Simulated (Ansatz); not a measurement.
`[SiH3][N]([SiH3])[Ag]` + H–F → `[F][Ag]` + `[SiH3]N[SiH3]` at 700 K and 1 bar (ligand exchange at the Ag–N bond).

Calculated with Ansatz (gas phase, PBE0-D4/def2-TZVP geometries, no zero-point term in ΔE). CCSD(T)/CBS is the MP2 limit (def2-TZVPP, def2-QZVPP) plus CCSD(T) − MP2 in def2-TZVPP, frozen cores. This one scheme is used for every species. Elements past krypton have def2 core potentials. For Ag outer-core shells are correlated without core-valence functions, which leaves a few kJ/mol of doubt a bond.

```
                species  CCSD(T)/CBS energy (Eh)  H − E (kJ/mol)  S (J/(mol·K))
`[SiH3][N]([SiH3])[Ag]`               -783.41096           226.1          505.4
                    H–F               -100.39570            45.2          198.5
              `[F][Ag]`               -246.69940            26.7          266.3
        `[SiH3]N[SiH3]`               -637.10515           245.6          444.2
```

H − E and S are ideal-gas, rigid-rotor, harmonic terms from PBE0-D4/def2-TZVP. 1 Eh = 2625.50 kJ/mol, R = 8.31446 J/(mol·K).

By hand: ΔE, ΔH, ΔS and ΔG.

ΔE = (-246.69940) + (-637.10515) − (-783.41096) − (-100.39570) = 0.00211 Eh = 5.5 kJ/mol. Δ(H − E) = 26.7 + 245.6 − 226.1 − 45.2 = 1.0, so ΔH = 6.5 kJ/mol. ΔS = 266.3 + 444.2 − 505.4 − 198.5 = 6.6 J/(mol·K). ΔG = 6.5 − 700 × (6.6)/1000 = 1.9 kJ/mol.

By hand: the equilibrium constant, and the temperature at which ΔG would vanish if ΔH and ΔS stayed fixed.

log₁₀ K = −ΔG/(RT ln 10) = -0.1. ΔG = 0 at ΔH/ΔS = 985 K, though so small a ΔH makes that figure unsure.

TΔS isn't small against ΔH here. The sign of ΔG lies within the doubt. A doubt of 5 kJ/mol in ΔE shifts log₁₀ K by 0.4 here. Modes under 60 cm⁻¹, often nearly free rotors, make the harmonic entropy too high. These are equilibria of isolated gas molecules and say nothing of rates. Largest T1 diagnostic: 0.023 (customary marks: 0.02 for closed shells, 0.045 for open ones).
